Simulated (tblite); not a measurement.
Run record: tight-binding relaxation, `[Br][GaH][c]1cccs1`.

Computed with GFN2-xTB geometry optimisation, gas phase (tblite 0.8.0). Start geometry: from a force field or distance geometry. The input is one job of a driver script: a line of settings, then coordinates in Å.

Command:
```bash
OMP_NUM_THREADS=1 python probes_run.py task.json out
```

Input:
```
{"job": {"kind": "relax", "xc": "GFN2-xTB", "basis": "xTB"}, "charge": 0, "multiplicity": 1}
Br     3.894700     0.742100    -1.409100
Ga     2.444000    -0.895500     0.123400
C      0.300800    -0.629800     0.158200
C     -0.219200     0.572300    -0.287100
C     -1.566100     0.669600    -0.232600
C     -2.232400    -0.430900     0.225800
S     -1.003600    -1.713100     0.652700
H      3.309500    -0.604800     1.556400
H      0.445000     1.373300    -0.632800
H     -2.110100     1.572500    -0.554800
H     -3.257300    -0.653000     0.373900
```

Output:
```
step      E/eV     max force
  0    -519.88280    3.430
  1    -520.17708    1.838
  2    -520.34959    1.691
  3    -520.63417    2.785
  4    -520.74582    1.409
  5    -520.83467    1.103
  6    -520.87770    0.840
  7    -520.92661    0.880
  8    -520.96057    0.636
  9    -520.97937    0.395
... (57 lines left out)
 67    -521.17934    0.050
 68    -521.17952    0.035
 69    -521.17969    0.030
 70    -521.17984    0.029
 71    -521.17992    0.021
 72    -521.17997    0.015
 73    -521.18000    0.015
 74    -521.18003    0.014
 75    -521.18005    0.010
 76    -521.18006    0.009
```

«max force» is the largest atomic force in eV/Å.

Problem. From which step on does the largest force stay under 0.1 eV/Å, and how much energy is left to gain from there?

Solution. From step 61 (0.087 eV/Å), 3.2 meV above the end.

Main results: energy lowered by 29.9 kcal/mol over 76 steps; largest atomic force 0.009 eV/Å at the end.

Problem. Where do the atoms end?

Solution. 0.549 Å rms from the input after alignment:
```
atom  x, y, z in Å
Br1    3.7890    0.8743   -0.8072
Ga2    2.3939   -0.5565    0.2805
C3     0.4346   -0.2671    0.1538
C4    -0.2408    0.7226   -0.5106
C5    -1.6415    0.6291   -0.3695
C6    -2.0172   -0.4270    0.3978
S7    -0.6751   -1.3310    0.9659
H8     3.0486   -1.7157    1.0977
H9     0.2570    1.4934   -1.0834
H10   -2.3355    1.3166   -0.8194
H11   -3.0075   -0.7360    0.6683
```

The run took 0.39 s wall on one thread, AMD EPYC 9B45 (x86_64), no GPU, shared host with 96 logical CPUs at a one-minute load of 13.
Labels such as C1 count atoms from 1, the log's own numbers from 0.
